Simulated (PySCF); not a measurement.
O2Se, SMILES O=[Se]=O. Heavy atoms are numbered as in [O:1]=[Se:2]=[O:3].

Geometry: PBE0-D3(BJ)/def2-TZVP.

Method: PySCF with PBE/def2-TZVPD.

Mulliken values depend strongly on the basis, most of all with diffuse functions as here. ESP charges are fitted to the potential on shells at 1.4 to 2.0 van der Waals radii. Atomic charges (e), one atom of each kind:

```
atom  ESP fit  Mulliken  meta-Löwdin
----  -------  --------  -----------
O1        [?]     -0.43        -0.66
Se2       [?]      0.86         1.33
```

Q: Fill in the missing entries. (Estimate from the structure and the level; the computed values follow.)

A: 
- O1, ESP fit: -0.33
- Se2, ESP fit: 0.65
